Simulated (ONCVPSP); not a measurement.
## Before and after: ONCV potential for Ba (Z = 56)

ONCVPSP 4.0.1 input, shortened (lines: element, Z, core and valence counts, functional; n l f; lmax; l rc ep ncon nbas qcut; lloc lpopt rc5 dvloc0; l nproj debl; icmod fcfact rcfact), PBEsol, scalar-relativistic:

```
  Ba 56.00   11    1  -116133      upf
    1    0    2.00
    2    0    2.00
    2    1    6.00
    3    0    2.00
    3    1    6.00
    3    2   10.00
    4    0    2.00
    4    1    6.00
    4    2   10.00
    5    0    2.00
    5    1    6.00
    6    0    2.00
    2
    0    4.00    0.00    4    8    1.70
    1    3.45    0.35    4    8    2.30
    2    3.05    0.15    4    9    2.90
    4    3    1.90    4.00
    0    3    0.50
    1    2    3.10
    2    1    3.40
    1    0.75    0.00
```

In the d channel the program set the typed energies aside and used 0.050 Ha.

All-electron outer shells of the reference configuration (PBEsol, scalar-relativistic, ld1.x):

```csv
shell,level (eV),outermost node (bohr),outermost maximum (bohr)
6s,-3.25,1.97,4.16
```

Change: all radii but the core radius scaled by about 1.18 (s 4.70, p 4.06, d 3.58 bohr); local potential polynomial inside 2.24 bohr (lpopt 3, dvloc0 4 Ha). In the p channel the program set the typed energies aside and used 0.050, 3.150 Ha. In the d channel the program set the typed energies aside and used -0.075 Ha.

Cutoffs: the cutoffs (Ha) at which the residual kinetic energy of the hardest occupied pseudo-wave falls to 1 and 0.1 mHa per electron; they do not see the model core or the augmentation charge, which bear on the density cutoff. Errors are all-electron minus pseudo energies relative to the spin-unpolarised reference configuration.

How do hardness, ghosts and transferability respond?

The potential gets softer (1.2 Ha and 2.0 Ha → 1.0 Ha and 1.8 Ha); the lowest positive-energy flag moves from s at 31.9 eV to p at 91.1 eV; of the 4 tests that both files solve, the error grows in 3 and shrinks in 1 by more than 15 % and 0.3 meV (median size 16.0 → 8.7 meV); neither file shows a bound ghost. A larger radius leaves more room for a smooth pseudo-wave, so fewer plane waves are needed.

```csv
quantity,base,changed
"cutoff, loose",1.2 Ha,1.0 Ha
"cutoff, tight",2.0 Ha,1.8 Ha
bound ghosts,none,none
GHOST(+) flags under 300 eV,"s at 31.9 eV, d at 85.8 eV, p at 90.3 eV, s at 106.1 eV",p at 91.1 eV
"error for 6s1, meV [ΔE 5.38 eV]",-9.8,-13
"error for 6s1.5, meV [ΔE 2.15 eV]",-1.7,-2.1
"error for 6s1 6p1, meV [ΔE 2.05 eV]",+91,-5.0
"error for 5d1 6s1, meV [ΔE 1.34 eV]",-22,-27
"rms error of d²Exc/dni dnj with the model core, mHa",0.06,0.23
```

Base: The cutoffs count occupied waves only; projector 2 of the p channel, the hardest unoccupied one, needs 17 Ha at the loose tolerance. Changed file: The cutoffs count occupied waves only; projector 2 of the p channel, the hardest unoccupied one, needs 16 Ha at the loose tolerance.
